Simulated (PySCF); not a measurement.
# Radial density of Tc²⁺ (technetium, charge +2)

UHF, [Kr] 4d5, high-spin 6S determinant. Computed with PySCF 2.14 in aug-cc-pVTZ-PP with one added diffuse shell each of s, p, d, f, g type with ECP28MDF (7s7p6d4f3g, 113 functions), with scalar relativity through the core potential. This is the valence pseudo-density: the core potential removes the inner electrons and smooths the orbitals near the nucleus.

| r (bohr) | 4πr²ρ (e/bohr) | 4πr²(ρα − ρβ) |
| --- | --- | --- |
| 0.0330 | 2.046e-05 | 0.0000 |
| 0.0555 | 5.083e-05 | 0.0000 |
| 0.0933 | 0.0001821 | 0.0000 |
| 0.157 | 0.001600 | 0.0005 |
| 0.264 | 0.02573 | 0.0086 |
| 0.444 | 0.6819 | 0.1474 |
| 0.747 | 7.900 | 1.4763 |
| 1.26 | 10.71 | 3.6163 |
| 2.11 | 2.309 | 1.6413 |
| 3.56 | 0.1249 | 0.1207 |
| 5.98 | 0.0005483 | 0.0005 |

Energies and moments cover only the electrons outside the core potential.
